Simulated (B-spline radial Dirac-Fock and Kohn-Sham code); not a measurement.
# Ru: eigenvalues, ΔSCF and the reference

System: the Ru atom, [Kr] 4d7 5p1 (an excited configuration).

The density-functional columns are spherical, spin-unpolarised Dirac-Kohn-Sham results without Breit or QED terms: −ε is minus the orbital energy of the initial state and ΔSCF the difference of two total energies. The reference in the last column comes from Dirac-Fock (average of configuration) total-energy differences with a finite nucleus, the Breit interaction including its frequency dependence, and self-energy and vacuum-polarisation corrections. All numbers are from a radial B-spline solver, in eV; a selection of levels is shown. For the 1s level of heavy atoms much of the gap between ΔSCF and the reference is the Breit and QED part, -63.3 eV here; for other levels the error of the functional can be larger.

```csv
level,LDA −ε,LDA ΔSCF,Dirac-Fock
K (1s),21897.8,22183.3,22127.1
L1 (2s),3149.9,3197.2,3240.5
L2 (2p1/2),2912.7,2971.9,2978.2
L3 (2p3/2),2782.0,2838.3,2849.2
M1 (3s),555.5,570.6,598.3
M2 (3p1/2),463.3,478.8,496.1
M3 (3p3/2),441.1,456.1,473.7
M5 (3d5/2),273.1,289.1,289.5
N1 (4s),77.99,84.21,90.78
N2 (4p1/2),50.47,56.39,58.53
N3 (4p3/2),47.03,52.86,55.20
"N4,5 (4d)",6.93,11.68,9.73
"O2,3 (5p)",1.88,4.03,3.19
```

Values without a named source are computed, but for edge energies of neutral atoms, which are taken from tables.
